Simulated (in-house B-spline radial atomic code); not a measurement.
Results of a calculation; reference values are marked as such.
Te in an electron gas of r_s = 4: phase shifts, screening and friction

A nucleus sits in a uniform electron gas with a rigid positive background. The Kohn-Sham equations are solved self-consistently in the spin-unpolarised LDA (PW92), non-relativistic, on B-splines with outgoing waves at the boundary and partial waves to l = 8. The model has no lattice, no bands and no magnetic solution. Atomic units; δ_l are the phase shifts at the Fermi level, counted so that each bound state adds π, and good to about 0.0005.

The density parameter is r_s = 4 bohr.

| l | δ_l (rad) |
| --- | --- |
| 0 | 14.4283 |
| 1 | 11.7387 |
| 2 | 6.3932 |
| 3 | 0.0118 |
| 4 | -0.0006 |
| 5 | 0.0001 |
| 6 | 0.0001 |
| 7 | 0.0003 |
| 8 | 0.0002 |

Bound levels below the band bottom (hartree): s -5.294, p -3.822, d -1.331, s -0.2759, p -0.01381 and deeper ones.

(1) Check the Friedel sum rule, and say where the screening charge sits.

(2) Find the transport cross section and the electronic stopping of a 2 keV Te ion (mass 127.6 u).

## Answers

(1) k_F = (9π/4)^(1/3)/r_s = 0.47979. The rule is Z = (2/π) Σ (2l + 1) δ_l. The terms are s 9.185, p 22.419, d 20.350, f 0.053 and 0.003 beyond, in all 52.010 against Z = 52. Bound states hold 10 s, 24 p, 20 d electrons, so the scattering states carry -1.99 in all; where a term is smaller than its bound count, the bound level has drawn weight out of the band.

(2) σ_tr = (4π/k_F²) Σ (l + 1) sin²(δ_l − δ_(l+1)). The terms for l = 0 to 3 are 0.1908, 1.2999, 0.0288, 0.0006, all together 1.5201, so σ_tr = 54.589 × 1.5201 = 82.982 bohr². With n = 3/(4π r_s³) = 0.00373, the friction coefficient is Q = n k_F σ_tr = 0.1485. For v well below v_F = 0.480, dE/dx = Q v; with 24801 eV per u at v = 1, v = √(2000/(24801 × 127.6)) = 0.0251, so dE/dx = 0.00373 hartree/bohr = 1.92 eV/nm. The largest term couples the p and d waves.
